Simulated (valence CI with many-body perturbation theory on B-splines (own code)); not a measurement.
E1 transitions of Cd41+

Calculated by relativistic CI+MBPT: five valence electrons over a frozen Dirac-Fock core [He], a basis of 11 s, 11 p, 10 d, 8 f, 5 g, 2 h functions for each j, with the one-electron correlation potential Σ1, the two-electron term Σ2, the three-electron term Σ3, Breit, model QED; selected CI, second order for the rest, scaled by the run's own slope (own B-spline code, finite nucleus).

The last digits are not significant, and no measured levels were compared; by estimate large intervals hold to a few tenths of a per cent, small ones and those within an open d or f shell to about a per cent. Among the levels kept, up to 7100 cm⁻¹ of a level comes from second order outside the variational space, and about a tenth of that is noise between levels of different J, which matters for small intervals.

Lines 101 to 150 of 597 in falling wavelength, among levels below 36077 × 10³ cm⁻¹, chosen from the strongest by gf and those to the six lowest levels. Wavelengths and rates use the calculated energies. Electric multipoles are in the length gauge, E1 and E2 with the static RPA response of the core. Weak lines are less certain than strong ones. Lines between different terms over intervals too small for the method are left out, as are lines whose strength nearly cancels. The highest levels of a list are the least certain.

Levels are named by their leading jj configuration (3d3/2^4 stands for four electrons in 3d with j = 3/2), which in mixed levels can hold well under half, so a name can repeat and another be missing. Letters in brackets count levels of one name in rising energy.

| λ vac (nm) | Upper | Lower | A (s⁻¹) | S (a.u.) |
| --- | --- | --- | --- | --- |
| 10.80 | (2s 2p1/2 2p3/2^2 3p3/2) J=5/2 [d] | (2s 2p1/2 2p3/2^2 3s) J=5/2 [c] | 8.07e+09 | 3.01e-02 |
| 10.76 | (2s 2p1/2 2p3/2^2 3p3/2) J=3/2 [d] | (2s 2p1/2 2p3/2^2 3s) J=1/2 [b] | 2.13e+10 | 5.23e-02 |
| 10.70 | (2s 2p1/2 2p3/2^2 3p3/2) J=7/2 [a] | (2s 2p1/2 2p3/2^2 3s) J=5/2 [a] | 3.97e+10 | 1.92e-01 |
| 10.68 | (2s 2p1/2^2 2p3/2 3d3/2) J=7/2 | (2s 2p1/2^2 2p3/2 3p1/2) J=5/2 | 2.40e+10 | 1.16e-01 |
| 10.66 | (2s 2p3/2^3 3p3/2) J=7/2 | (2s 2p1/2 2p3/2^2 3d3/2) J=5/2 [c] | 1.74e+10 | 8.33e-02 |
| 10.66 | (2s^2 2p3/2^2 3d3/2) J=5/2 | (2s^2 2p3/2^2 3p1/2) J=5/2 | 1.08e+10 | 3.86e-02 |
| 10.62 | (2s^2 2p1/2 2p3/2 3p3/2) J=3/2 [b] | (2s^2 2p1/2 2p3/2 3s) J=3/2 [b] | 1.75e+10 | 4.15e-02 |
| 10.62 | (2s 2p1/2^2 2p3/2 3d3/2) J=5/2 [a] | (2s 2p1/2^2 2p3/2 3p1/2) J=3/2 [a] | 1.21e+10 | 4.29e-02 |
| 10.61 | (2s 2p1/2 2p3/2^2 3p3/2) J=5/2 [a] | (2s 2p1/2 2p3/2^2 3s) J=5/2 [a] | 2.11e+10 | 7.47e-02 |
| 10.61 | (2s 2p1/2 2p3/2^2 3p3/2) J=5/2 [d] | (2s 2p1/2 2p3/2^2 3s) J=3/2 [d] | 9.84e+09 | 3.48e-02 |
| 10.56 | (2s^2 2p3/2^2 3p3/2) J=5/2 | (2s^2 2p3/2^2 3s) J=5/2 | 9.50e+09 | 3.31e-02 |
| 10.53 | (2s^2 2p3/2^2 3p3/2) J=7/2 | (2s^2 2p3/2^2 3s) J=5/2 | 2.29e+10 | 1.05e-01 |
| 10.53 | (2s 2p1/2^2 2p3/2 3p3/2) J=1/2 [a] | (2s 2p1/2^2 2p3/2 3s) J=3/2 [a] | 3.34e+10 | 3.85e-02 |
| 10.51 | (2s 2p1/2 2p3/2^2 3d3/2) J=7/2 [a] | (2s 2p1/2 2p3/2^2 3p1/2) J=5/2 [a] | 1.77e+10 | 8.12e-02 |
| 10.49 | (2s 2p1/2 2p3/2^2 3p3/2) J=5/2 [e] | (2s 2p1/2 2p3/2^2 3s) J=3/2 [e] | 1.89e+10 | 6.48e-02 |
| 10.49 | (2s^2 2p1/2 2p3/2 3p3/2) J=3/2 [a] | (2s^2 2p1/2 2p3/2 3s) J=1/2 | 1.80e+10 | 4.10e-02 |
| 10.46 | (2s 2p1/2 2p3/2^2 3p3/2) J=3/2 [e] | (2s 2p1/2 2p3/2^2 3s) J=3/2 [e] | 1.16e+10 | 2.61e-02 |
| 10.44 | (2s^2 2p1/2 2p3/2 3d3/2) J=3/2 [a] | (2s^2 2p1/2 2p3/2 3p1/2) J=3/2 [a] | 1.20e+10 | 2.69e-02 |
| 10.44 | (2s 2p1/2 2p3/2^2 3d3/2) J=3/2 [c] | (2s 2p1/2 2p3/2^2 3p1/2) J=1/2 [b] | 1.49e+10 | 3.34e-02 |
| 10.44 | (2s 2p1/2 2p3/2^2 3p3/2) J=3/2 [c] | (2s 2p1/2 2p3/2^2 3s) J=1/2 [a] | 4.29e+10 | 9.62e-02 |
| 10.41 | (2s 2p1/2^2 2p3/2 3d3/2) J=3/2 [a] | (2s 2p1/2^2 2p3/2 3p1/2) J=3/2 [a] | 2.18e+10 | 4.85e-02 |
| 10.40 | (2s 2p1/2 2p3/2^2 3p3/2) J=9/2 | (2s 2p1/2 2p3/2^2 3s) J=7/2 [a] | 2.61e+10 | 1.45e-01 |
| 10.40 | (2s 2p1/2 2p3/2^2 3d3/2) J=9/2 | (2s 2p1/2 2p3/2^2 3p1/2) J=7/2 | 2.92e+10 | 1.62e-01 |
| 10.37 | (2s^2 2p3/2^2 3p3/2) J=3/2 [b] | (2s^2 2p3/2^2 3s) J=1/2 | 3.23e+10 | 7.13e-02 |
| 10.36 | (2s^2 2p3/2^2 3d3/2) J=7/2 | (2s^2 2p3/2^2 3p1/2) J=5/2 | 2.02e+10 | 8.88e-02 |
| 10.32 | (2s 2p1/2^2 2p3/2 3d3/2) J=1/2 [a] | (2s 2p1/2^2 2p3/2 3p1/2) J=3/2 [a] | 2.50e+10 | 2.72e-02 |
| 10.32 | (2s 2p1/2 2p3/2^2 3p3/2) J=7/2 [b] | (2s 2p1/2 2p3/2^2 3s) J=7/2 [a] | 1.16e+10 | 5.01e-02 |
| 10.31 | (2s 2p1/2^2 2p3/2 3d3/2) J=5/2 [b] | (2s 2p1/2^2 2p3/2 3p1/2) J=3/2 [b] | 3.36e+10 | 1.09e-01 |
| 10.29 | (2s 2p1/2 2p3/2^2 3d3/2) J=7/2 [c] | (2s 2p1/2 2p3/2^2 3p1/2) J=5/2 [c] | 2.87e+10 | 1.23e-01 |
| 10.29 | (2s^2 2p1/2 2p3/2 3d3/2) J=7/2 | (2s^2 2p1/2 2p3/2 3p1/2) J=5/2 | 1.94e+10 | 8.35e-02 |
| 10.28 | (2s^2 2p1/2 2p3/2 3d3/2) J=5/2 [a] | (2s^2 2p1/2 2p3/2 3p1/2) J=3/2 [a] | 2.57e+10 | 8.28e-02 |
| 10.28 | (2s^2 2p3/2^2 3d3/2) J=3/2 [a] | (2s^2 2p3/2^2 3p1/2) J=3/2 | 2.40e+10 | 5.14e-02 |
| 10.27 | (2s 2p1/2 2p3/2^2 3d3/2) J=5/2 [c] | (2s 2p1/2 2p3/2^2 3p1/2) J=3/2 [b] | 1.69e+10 | 5.44e-02 |
| 10.25 | (2s 2p1/2 2p3/2^2 3p3/2) J=5/2 [e] | (2s 2p1/2 2p3/2^2 3s) J=3/2 [d] | 1.38e+10 | 4.41e-02 |
| 10.24 | (2s 2p3/2^3 3p3/2) J=5/2 | (2s 2p1/2 2p3/2^2 3d5/2) J=5/2 [c] | 9.16e+09 | 2.91e-02 |
| 10.24 | (2s^2 2p1/2 2p3/2 3p3/2) J=7/2 | (2s^2 2p1/2^2 3d5/2) J=5/2 | 1.55e+10 | 6.57e-02 |
| 10.24 | (2s 2p1/2^2 2p3/2 3p3/2) J=3/2 [b] | (2s 2p1/2^2 2p3/2 3s) J=3/2 [b] | 2.25e+10 | 4.77e-02 |
| 10.22 | (2s 2p1/2 2p3/2^2 3p3/2) J=3/2 [e] | (2s 2p1/2 2p3/2^2 3s) J=3/2 [d] | 1.29e+10 | 2.72e-02 |
| 10.21 | (2s 2p1/2 2p3/2^2 3d3/2) J=3/2 [a] | (2s 2p1/2 2p3/2^2 3p1/2) J=3/2 [a] | 2.32e+10 | 4.88e-02 |
| 10.13 | (2s^2 2p1/2^2 3p3/2) J=3/2 | (2s^2 2p1/2^2 3s) J=1/2 | 4.97e+10 | 1.02e-01 |
| 10.12 | (2s^2 2p1/2^2 3d3/2) J=3/2 | (2s^2 2p1/2^2 3p1/2) J=1/2 | 3.31e+10 | 6.78e-02 |
| 10.10 | (2s 2p1/2 2p3/2^2 3p3/2) J=5/2 [b] | (2s 2p1/2 2p3/2^2 3s) J=5/2 [b] | 3.35e+10 | 1.02e-01 |
| 10.09 | (2s 2p1/2 2p3/2^2 3d3/2) J=1/2 [a] | (2s 2p1/2 2p3/2^2 3p1/2) J=3/2 [a] | 3.45e+10 | 3.50e-02 |
| 10.08 | (2s 2p1/2 2p3/2^2 3d3/2) J=3/2 [d] | (2s 2p1/2 2p3/2^2 3p1/2) J=1/2 [c] | 1.50e+10 | 3.03e-02 |
| 10.07 | (2s 2p1/2 2p3/2^2 3d3/2) J=5/2 [a] | (2s 2p1/2 2p3/2^2 3p1/2) J=3/2 [a] | 1.23e+10 | 3.71e-02 |
| 10.06 | (2s 2p1/2 2p3/2^2 3d3/2) J=3/2 [d] | (2s 2p1/2 2p3/2^2 3p1/2) J=3/2 [b] | 1.37e+10 | 2.76e-02 |
| 10.05 | (2s^2 2p1/2 2p3/2 3d5/2) J=7/2 [a] | (2s^2 2p1/2 2p3/2 3p1/2) J=5/2 | 1.11e+10 | 4.45e-02 |
| 10.03 | (2s 2p1/2 2p3/2^2 3d3/2) J=5/2 [d] | (2s 2p1/2 2p3/2^2 3p1/2) J=3/2 [c] | 1.00e+10 | 3.00e-02 |
| 10.03 | (2s 2p3/2^3 3p3/2) J=5/2 | (2s 2p1/2 2p3/2^2 3d3/2) J=5/2 [c] | 1.13e+10 | 3.37e-02 |
| 10.01 | (2s^2 2p1/2 2p3/2 3d3/2) J=3/2 [a] | (2s^2 2p1/2 2p3/2 3p1/2) J=1/2 | 1.85e+10 | 3.66e-02 |
